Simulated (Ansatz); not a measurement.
A series at Si: from `[SiH3]S[SiH2]Cl`, ligands are replaced one by one, each step taking up H₂O and setting free H₂; n counts the steps. Ansatz, PBE0-D4/def2-TZVP geometries. Each molecule was computed in one conformer, which needn't be the lowest.

CBS adds triple-zeta CCSD(T) − MP2 to the MP2 limit, frozen cores; atoms without spin–orbit coupling. 

```json
{"n": "0", "molecule": "`[SiH3]S[SiH2]Cl`", "atomization energy, CCSD(T)/CBS (kJ/mol)": "?"}
{"n": "1", "molecule": "`O[SiH2]S[SiH2]Cl`", "atomization energy, CCSD(T)/CBS (kJ/mol)": "3319.9"}
{"n": "2", "molecule": "`O[SiH](O)S[SiH2]Cl`", "atomization energy, CCSD(T)/CBS (kJ/mol)": "3927.9"}
{"n": "3", "molecule": "`O[SiH](O)S[SiH](O)Cl`", "atomization energy, CCSD(T)/CBS (kJ/mol)": "4534.8"}
```

Question: By hand: fit a straight line y = ȳ + b (n − n̄) to the 3 given rows and predict n = 0.

Answer: n̄ = 2.000, ȳ = 3927.53; Σ(n − n̄)(y − ȳ) = 1214.90, Σ(n − n̄)² = 2.000, so b = 607.45 kJ/mol a step. Prediction: 3927.53 + (607.45) × (-2.000) = 2712.6 kJ/mol.

Question: By hand: compare with the computed value, 2722.0 kJ/mol, and give the steps along the whole series.

Answer: The line misses by 9.4 kJ/mol (computed minus predicted). Steps: 597.9, 608.0, 606.9 kJ/mol.

The steps differ by at most 10.1 kJ/mol, 1.7 % of a mean step, so the ligands' effects nearly add and a line is close. The miss is 0.5 % of the series' range. The energies themselves are unsure by some kJ/mol a bond, though much of that is common to the series.
